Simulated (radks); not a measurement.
Question: The mean radii <r> (bohr) of the occupied orbitals of an atom or ion are listed with their occupations. All-electron calculation, Dirac Kohn-Sham, BLYP, spin-unpolarised, spherical densities, finite nucleus; Fermi nuclear charge, rms radius of each element as measured or else 0.836 A^(1/3) + 0.57 fm. Program: a radial shooting solver on a logarithmic mesh with Libxc functionals.

| orbital | occ. | <r> |
|---|---|---|
| 1s1/2 | 2 | 0.02112 |
| 2s1/2 | 2 | 0.08916 |
| 2p1/2 | 2 | 0.07432 |
| 2p3/2 | 4 | 0.08136 |
| 3s1/2 | 2 | 0.2319 |
| 3p1/2 | 2 | 0.2213 |
| 3p3/2 | 4 | 0.2341 |
| 3d3/2 | 4 | 0.2062 |
| 3d5/2 | 6 | 0.2101 |
| 4s1/2 | 2 | 0.4804 |
| 4p1/2 | 2 | 0.4802 |
| 4p3/2 | 4 | 0.4998 |

Name the element and its charge. Open shells, if any, are shared by 2j + 1.

Answer: Z = 66, dysprosium, charge +30: Dy30+ in [Kr]. The 1s radius gives Z: for a bare nucleus <r> = (2 gamma + 1)/(2Z) with gamma = sqrt(1 - (Z/c)^2), 0.02085 bohr for Z = 66, and screening makes it slightly larger (0.02112 here). The occupations add up to 36, and the charge is Z minus that.
